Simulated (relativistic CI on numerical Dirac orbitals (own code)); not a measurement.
## How well does a small relativistic CI reproduce F⁵⁺?

Computed by Dirac-Coulomb-Breit CI, orbitals from a KLI potential per configuration, a model potential for QED, valence Slater integrals scaled by 0.85, P86 correlation estimate, and configurations built on the next ion tied to the tabulated ionisation energy (semi-empirical) (own radial code, finite nucleus).

CI space (outside the closed core 1s2): 2s2, 2s 3s, 2s 3p, 2s 2p, 2s 3d, 2s 4s, 2p2, 2p 3s, 2p 3p, 2s 4p, 2s 4d, 2s 4f, 3s2, 3s 3p, 3p2. Levels of other configurations are missing.

```csv
Configuration,Term (tabulated),J,Measured (cm⁻¹),Computed,Error,Purity (%)
2s2,1S,0,0.0,0,0,95
2s 2p,3P°,1,96861.0,100060,3199,100
2s 2p,3P°,2,97437.0,100630,3193,100
2p2,3P,1,251635.0,253948,2313,100
2p2,3P,2,252145.0,254443,2298,100
2p2,1D,2,274597.0,277722,3125,99
2p2,1S,0,340424.0,336018,-4406,95
2s 3s,3S,1,747298.0,747797,499,98
2s 3s,1S,0,764392.0,762830,-1562,97
2s 3p,3P°,1,790326.0,792223,1897,97
2s 3p,3P°,2,790474.0,792353,1879,99
2s 3d,3D,3,812208.0,813023,815,99
2s 3d,1D,2,826853.0,827838,985,98
2p 3s,3P°,0,871160.0,871415,255,99
2p 3s,3P°,1,871441.0,871710,269,99
2p 3s,3P°,2,872078.0,872349,271,99
2p 3p,1P,1,895287.0,896776,1489,99
2p 3p,3D,2,900785.0,901737,952,99
2p 3p,3D,3,901397.0,902324,927,99
2p 3p,3S,1,909316.0,908876,-440,97
2p 3p,3P,1,915420.0,914044,-1376,100
2p 3p,3P,2,915770.0,914384,-1386,100
2p 3p,1D,2,925393.0,925017,-376,99
2p 3p,1S,0,934633.0,941222,6589,90
2s 4s,3S,1,989928.0,991417,1489,99
2s 4s,1S,0,997693.0,1000844,3151,93
```

Measured levels from Moore, Atomic Energy Levels, vol. I, NSRDS-NBS 35 (1971 reprint of NBS Circular 467, 1949); pairs were made by configuration, J and term (by order where the table uses no LS term), so strongly mixed levels may be paired wrongly. The analysis dates from before 1960.

Mean error by configuration (cm⁻¹): 2s 2p 3196; 2p2 832; 2s 3s -532; 2s 3p 1888; 2s 3d 900; 2p 3s 265; 2p 3p 797; 2s 4s 2320. Over the excited levels the mean absolute error is 1806 cm⁻¹ (25 of the 33 excited levels that our extract of the source holds in range could be paired, and the others can miss by more), and the median relative error of those above 1,000 cm⁻¹ is 0.15 %.
